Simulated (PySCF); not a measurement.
How methods differ on the excitation energy of V⁺

V⁺ [Ar] 3d4 (5D) → V⁺ [Ar] 3d3 4p1 (high-spin determinant), as a difference of total energies. Calculation: PySCF 2.14, in ANO-RCC-VTZP; scalar relativity by spin-free X2C-1e. Correlated levels: valence and next inner shell: [Ne] frozen. The calculations carry no spin-orbit coupling.

| method | excitation energy (eV) |
| --- | --- |
| UHF | 3.462 |
| MP2 (valence and next inner shell) | 4.604 |
| SCS-MP2 (valence and next inner shell) | 4.169 |
| CCSD (valence and next inner shell) | 4.292 |
| CCSD(T) (valence and next inner shell) | 4.319 |

Question: How much does correlation contribute at CCSD(T) (valence and next inner shell)?

Answer: 4.319 − (3.462) = 0.857 eV, measured against UHF.

A first-order spin-orbit estimate (lowest level to lowest level, LS coupling) adds -0.031 eV.

The basis was made for the ground configuration and has no added diffuse functions, so the excitation energy can come out too high.

The determinant of the upper state mixes LS terms, which raises its energy above the lowest term, most at the Hartree-Fock and MP2 levels.
